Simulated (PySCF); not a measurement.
All values below come from TPSSh-D3(BJ)/def2-TZVP // BP86-D3(BJ)/def2-SVP in PySCF 2.14.0. Gas-phase values, no solvent. One relaxed conformer stands for a flexible species; it need not be the lowest. 

Reference species: [Sc(F)(OH)2] (neutral, multiplicity 1).

```json
{
  "coordination_number": "3",
  "mean_distance_from_the_central_atom_to_its_bonded_neighbours": "1.856 Å",
  "charge on the central atom (meta-Löwdin)": "1.41 e"
}
```

Changed species: [Sc(F)3] (0 of 3 F replaced by OH; the reference has 2 of 3 F replaced by OH).

Problem. Predict the effect on the coordination number, mean distance from the central atom to its bonded neighbours and charge on the central atom (meta-Löwdin).

Solution. the coordination number is nearly the same; the mean distance from the central atom to its bonded neighbours falls by 0.024 Å, to 1.832 Å; the charge on the central atom (meta-Löwdin) rises by 0.13 e, to 1.54 e.
